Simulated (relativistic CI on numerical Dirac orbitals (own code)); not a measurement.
## Tb59+: sensitivity of the levels to the model

Base calculation: Dirac-Coulomb-Breit CI, KLI orbitals optimised for each configuration, a model potential for QED, unscaled Slater integrals.

CI space (outside the closed core 1s2): 2s2.2p2, 2s.2p3, 2p4, 2p3.3s, 2p3.3p, 2p3.3d, 2s2.2p.3s, 2s2.2p.3p, 2s2.2p.3d, 2s.2p2.3s, 2s.2p2.3p, 2s.2p2.3d, 2s2.2p.4s, 2s2.2p.4p, 2s2.2p.4d, 2s2.2p.4f. Levels of other configurations are missing.

Variants: (1) P86 correlation estimate; (2) only the first 3 configurations; (3) one mean potential for all configurations. Shifts of the energy above 2s2.2p2 3P_0, in eV, for the lowest level and the first level of each name with at least 55 % of one term (blank where a level changes its place among those of its configuration and J or its character, or is not in the variant):

```csv
Level,Base,Δ(1),Δ(2),Δ(3)
2s2.2p2 3P_0,0.00,0.00,0.00,0.00
2s2.2p2 3P_1,776.70,0.00,+0.02,+0.08
2s2.2p2 1D_2,794.47,0.00,+0.04,+0.08
2s2.2p2 3P_2,1588.99,0.00,+0.01,+0.17
2s2.2p2 1S_0,1641.48,0.00,-0.38,+0.15
2s.2p3 3D°_3,1816.84,+0.10,-0.08,+0.28
2s.2p3 3P°_0,1867.26,+0.10,-0.30,+0.27
2s.2p3 1D°_2,1897.04,+0.10,+0.35,+0.28
2s.2p3 3P°_1,1900.38,+0.10,-0.08,+0.27
2p4 3P_2,2158.54,+0.11,+0.15,+0.58
2p4 1S_0,2214.68,+0.11,+0.21,+0.60
2p4 3P_1,2947.74,+0.11,0.00,+0.51
2p4 1D_2,2966.07,+0.11,+0.22,+0.51
2p4 3P_0,3784.30,+0.11,+0.11,+0.43
```

At this charge energies of transitions that change n are usually good to better than 1 %, and those within a shell (Δn = 0) to a few per cent.

Ionisation energy from the two ground configurations alone: base 13657.4 eV. The NIST ASD value (theoretical) is 13658 eV.

LS names give the leading component of a level, which can be under half, so a name can repeat, a term be missing and a line seem to break the LS rules.
